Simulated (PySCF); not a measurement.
Al(H)(Me)(SMe), SMILES [CH3][AlH][S]C, CAM-B3LYP/def2-SVP optimised geometry.

```
11

Al     0.47     0.30     0.00
H     -0.43     1.61     0.00
C      2.41     0.30     0.00
H      2.80     0.83     0.88
H      2.80     0.83    -0.88
H      2.84    -0.72     0.00
S     -0.59    -1.61     0.00
C     -2.36    -1.14     0.00
H     -2.50    -0.05    -0.01
H     -2.83    -1.55     0.90
H     -2.84    -1.57    -0.88
```

Density from PySCF 2.14.0 with CAM-B3LYP/def2-TZVP at that geometry.

Minimum of the electron density along straight lines between bonded atoms, close to the bond critical point (lines longer than 1.1 times the sum of covalent radii, or with two minima, are not listed):

```csv
bond,length / Å,ρ at the minimum / e bohr⁻³,∇²ρ there / e bohr⁻⁵,position (fraction from the first atom)
Al1–H2,1.584,[?],0.20,0.51
Al1–C3,1.945,[?],0.26,0.41
C3–H4,1.103,0.263,-0.85,0.64
C3–H5,1.103,0.263,-0.85,0.64
C3–H6,1.100,0.266,-0.87,0.64
Al1–S7,2.175,0.074,0.21,0.37
S7–C8,1.831,0.174,[?],0.53
C8–H9,1.098,0.277,-0.95,0.65
C8–H10,1.098,0.277,-0.95,0.65
C8–H11,1.098,0.277,-0.95,0.65
```

Question: Complete the blanks.

Answer: 
- Al1–H2, ρ at the minimum / e bohr⁻³: 0.083
- Al1–C3, ρ at the minimum / e bohr⁻³: 0.089
- S7–C8, ∇²ρ there / e bohr⁻⁵: -0.28
